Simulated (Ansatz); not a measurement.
This geometry of H₄SSn (6 atoms, charge 0, multiplicity 1) is a first-order saddle point.

Computed with RKS PBE-D4/def2-SVP in Ansatz 0.2.0.

```xyz
6
Properties=species:S:1:pos:R:3
S 0.700 -1.237 1.283
Sn -0.403 0.395 -0.182
H 1.670 -1.468 0.357
H -2.002 -0.167 -0.515
H 0.531 0.502 -1.630
H -0.453 1.912 0.640
```

(1) Which two structures does it join? (They come from a converged band through this point; their orientation in space is the band's.)

(2) How far does it lie above each of them?

Answers

(1) No bond is made or broken. The dihedral H3–S1–Sn2–H5 goes from -61 to 59°. The two ends are copies of one structure, up to a mirror image or an exchange of like atoms.

Image 0:

```xyz
6
Properties=species:S:1:pos:R:3
S 1.054 -0.918 1.289
Sn -0.316 0.458 -0.202
H 1.152 -1.937 0.389
H -1.780 -0.374 -0.593
H 0.564 0.826 -1.644
H -0.633 1.882 0.715
```

Image 6:

```xyz
6
Properties=species:S:1:pos:R:3
S 0.664 -1.512 0.951
Sn -0.426 0.296 -0.292
H 1.866 -0.871 0.984
H -2.035 -0.271 -0.532
H 0.382 0.543 -1.800
H -0.409 1.751 0.641
```

(2) 0.019 eV above the first and 0.019 eV above the second. This is the barrier of this one path; another mechanism may lie lower.

The run took 20 s on 1 thread of AMD EPYC 9R14 (Zen 4) (shared host), peak memory 0.13 GiB.
